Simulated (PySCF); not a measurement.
**SnCl⁺: mean field, correlation and small terms against distance**

State: ¹Σ⁺, singlet, closed shell. RHF-based CCSD(T) in PySCF 2.14 with Sn cc-pwCVDZ-PP with ECP28, Cl aug-cc-pV(D+d)Z and Sn cc-pwCVTZ-PP with ECP28, Cl aug-cc-pV(T+d)Z (frozen core orbitals: 9; scalar-relativistic core potentials). Correlation energies are extrapolated as n⁻³ (n = 2, 3), Hartree–Fock as (n+1)·exp(−9√n). CV is the change on freezing 5 orbitals instead, in Sn cc-pwCVTZ-PP with ECP28, Cl cc-pwCVTZ. All energies in eV from Sn⁺ + Cl.

```json
{"R (Å)": "2.0038", "HF/CBS": "-1.925", "CCSD corr.": "-1.226", "(T)": "-0.1750", "CV": "-0.0209", "total": "-3.347"}
{"R (Å)": "2.0948", "HF/CBS": "-2.502", "CCSD corr.": "-1.196", "(T)": "-0.1825", "CV": "-0.0160", "total": "-3.897"}
{"R (Å)": "2.1859", "HF/CBS": "-2.769", "CCSD corr.": "-1.177", "(T)": "-0.1915", "CV": "-0.0121", "total": "-4.150"}
{"R (Å)": "2.2770", "HF/CBS": "-2.818", "CCSD corr.": "-1.166", "(T)": "-0.2013", "CV": "-0.0091", "total": "-4.194"}
{"R (Å)": "2.3681", "HF/CBS": "-2.718", "CCSD corr.": "-1.159", "(T)": "-0.2120", "CV": "-0.0067", "total": "-4.096"}
{"R (Å)": "2.4819", "HF/CBS": "-2.455", "CCSD corr.": "-1.155", "(T)": "-0.2262", "CV": "-0.0044", "total": "-3.841"}
{"R (Å)": "2.5958", "HF/CBS": "-2.099", "CCSD corr.": "-1.156", "(T)": "-0.2412", "CV": "-0.0027", "total": "-3.499"}
```

A fit to the total gives Re = 2.2547 Å, De = 4.199 eV, ωe = 433.8 cm⁻¹, Be = 0.1225 cm⁻¹ (masses 119.9022 and 34.9689 u).

Problem. At R = 2.2770 Å the CCSD correlation energy is -0.474518 hartree in the smaller basis and -0.688425 in the larger. Extrapolate it.

Solution. (3³·E3 − 2³·E2)/(3³ − 2³) = -0.77849 hartree; the larger basis holds 88.4 % of it.

The T1 diagnostic is 0.017. The open-shell atoms are computed with UHF. Spin–orbit coupling, excitations beyond (T) and corrections to the Born–Oppenheimer picture are left out, and spin–orbit coupling matters for open p, d or f shells this heavy.
